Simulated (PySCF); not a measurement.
Cartesian coordinates (Å):
```xyz
12

Zn     0.0567    -0.1235    -0.0659
O      0.4903     1.3231    -1.0114
H      0.6569     1.1012    -1.9472
N     -0.4192    -1.3973     1.1447
C      0.5666    -2.3074     1.6924
C     -1.7641    -1.9368     1.1651
H      0.3244    -2.5666     2.7547
H      0.6441    -3.2845     1.1432
H      1.5789    -1.8500     1.6963
H     -1.8883    -2.8819     0.5703
H     -2.0793    -2.1845     2.2108
H     -2.4993    -1.2017     0.7737
```
Charge 0, spin multiplicity 1.

Q: Give the charge on the central atom (Mulliken), total energy, dipole moment, LUMO and HOMO at the level TPSSh-D3(BJ)/def2-TZVP // BP86-D3(BJ)/def2-SVP (PySCF).

A: 
charge on the central atom (Mulliken): 0.38 e
total energy: -1989.8948 Ha
dipole moment: 0.402 e·Å
LUMO: -1.10 eV
HOMO: -5.26 eV
